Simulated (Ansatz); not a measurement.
The inner images of a band of C3H9NOSi (15 atoms, charge 0, multiplicity 1) are given out of order.

These are results of Ansatz, RKS PBE-D4/cc-pVDZ, not measurements.

First end point:

```xyz
15
Properties=species:S:1:pos:R:3
N 0.213 -2.247 -0.683
Si 1.201 -1.019 0.131
C 0.688 0.694 -0.524
C -0.791 0.955 -0.358
C -1.355 1.489 0.900
O -1.223 2.331 -0.262
H 0.567 -3.205 -0.565
H -0.774 -2.258 -0.395
H 1.099 -0.985 1.648
H 2.633 -1.322 -0.240
H 0.973 0.764 -1.595
H 1.262 1.469 0.026
H -1.454 0.328 -0.987
H -2.391 1.236 1.194
H -0.670 1.720 1.737
```

Last end point:

```xyz
15
Properties=species:S:1:pos:R:3
N 0.353 -2.467 -0.416
Si 1.225 -1.038 0.155
C 0.650 0.657 -0.525
C -0.821 0.903 -0.295
C -1.327 1.529 0.943
O -1.287 2.270 -0.291
H -0.630 -2.523 -0.122
H 0.386 -2.628 -1.430
H 1.066 -1.025 1.657
H 2.676 -1.227 -0.220
H 0.883 0.710 -1.611
H 1.246 1.455 -0.030
H -1.503 0.205 -0.821
H -2.336 1.278 1.321
H -0.602 1.849 1.715
```

Put them in order from the first end to the last, with their energies above the first end.
A.
```xyz
15
Properties=species:S:1:pos:R:3
N 0.413 -2.334 -0.749
Si 1.203 -1.037 0.167
C 0.635 0.629 -0.558
C -0.828 0.908 -0.302
C -1.292 1.543 0.948
O -1.257 2.287 -0.287
H 0.310 -3.225 -0.249
H -0.518 -2.079 -1.099
H 0.899 -1.034 1.657
H 2.700 -1.177 0.013
H 0.852 0.646 -1.648
H 1.247 1.433 -0.097
H -1.542 0.233 -0.815
H -2.300 1.316 1.343
H -0.543 1.841 1.705
```
B.
```xyz
15
Properties=species:S:1:pos:R:3
N 0.412 -2.380 -0.661
Si 1.226 -1.041 0.158
C 0.634 0.629 -0.546
C -0.830 0.892 -0.288
C -1.297 1.545 0.951
O -1.278 2.265 -0.299
H -0.013 -3.093 -0.061
H -0.265 -2.119 -1.385
H 0.957 -1.093 1.649
H 2.724 -1.121 -0.036
H 0.848 0.655 -1.637
H 1.245 1.435 -0.088
H -1.534 0.192 -0.781
H -2.300 1.314 1.355
H -0.549 1.869 1.698
```
C.
```xyz
15
Properties=species:S:1:pos:R:3
N 0.394 -2.459 -0.508
Si 1.234 -1.046 0.146
C 0.645 0.648 -0.517
C -0.825 0.892 -0.283
C -1.322 1.553 0.942
O -1.295 2.258 -0.314
H -0.466 -2.713 -0.010
H 0.186 -2.443 -1.513
H 1.024 -1.108 1.641
H 2.709 -1.160 -0.166
H 0.873 0.697 -1.606
H 1.246 1.448 -0.033
H -1.508 0.175 -0.780
H -2.327 1.310 1.335
H -0.591 1.897 1.697
```
D.
```xyz
15
Properties=species:S:1:pos:R:3
N 0.405 -2.420 -0.588
Si 1.233 -1.044 0.149
C 0.639 0.639 -0.530
C -0.828 0.892 -0.285
C -1.309 1.550 0.946
O -1.288 2.260 -0.308
H -0.251 -2.920 0.018
H -0.042 -2.265 -1.497
H 0.988 -1.124 1.639
H 2.724 -1.120 -0.097
H 0.861 0.676 -1.620
H 1.246 1.444 -0.061
H -1.519 0.180 -0.778
H -2.313 1.314 1.346
H -0.569 1.886 1.696
```
E.
```xyz
15
Properties=species:S:1:pos:R:3
N 0.344 -2.296 -0.763
Si 1.180 -1.032 0.155
C 0.644 0.653 -0.549
C -0.821 0.942 -0.321
C -1.310 1.543 0.937
O -1.232 2.326 -0.270
H 0.571 -3.255 -0.472
H -0.681 -2.217 -0.741
H 0.922 -1.005 1.655
H 2.660 -1.249 -0.055
H 0.883 0.679 -1.633
H 1.251 1.444 -0.058
H -1.528 0.297 -0.880
H -2.329 1.318 1.300
H -0.576 1.804 1.723
```

E (+0.7 kJ/mol), A (+3.9 kJ/mol), B (+6.4 kJ/mol), D (+5.0 kJ/mol), C (+2.4 kJ/mol).

Run time: 3 min on 2 threads of Arm Neoverse V1, on a shared host, peak memory 0.19 GiB.
